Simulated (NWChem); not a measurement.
## Lowest excitation of CH3FSi

```
C
H 1 1.1021
H 1 1.1065 2 108.72
H 1 1.1065 2 108.72 3 115.45
Si 1 1.9058 2 112.96 3 -122.27
F 5 1.6482 1 98.07 2 180.00
```
Charge 0, spin multiplicity 1.

Program: NWChem. The geometry was optimised at B3LYP/def2-SVP, a minimum by its harmonic frequencies.

Basis set: def2-SVPD.

Relative cost: rough, from shared machines, SCF included, TD-PBE = 1.

The correlated methods keep 7 core orbitals frozen. B3LYP has NWChem's definition, with VWN1-RPA local correlation. The structure started from a generated list of species. Coupled-cluster values serve here as a point of comparison, not as the truth.

```json
[
 {"method": "EOM-CCSD", "lowest vertical singlet excitation energy (eV)": "3.42", "relative cost": "4"},
 {"method": "TD-B3LYP", "lowest vertical singlet excitation energy (eV)": "3.23", "relative cost": "under 3"},
 {"method": "TD-PBE", "lowest vertical singlet excitation energy (eV)": "?", "relative cost": "1"},
 {"method": "TD-BHandHLYP", "lowest vertical singlet excitation energy (eV)": "?", "relative cost": "under 3"},
 {"method": "CIS", "lowest vertical singlet excitation energy (eV)": "3.67", "relative cost": "under 3"}
]
```

### Question
What belongs in the gaps?

### Answer

- TD-PBE, lowest vertical singlet excitation energy (eV): 3.12
- TD-BHandHLYP, lowest vertical singlet excitation energy (eV): 3.35
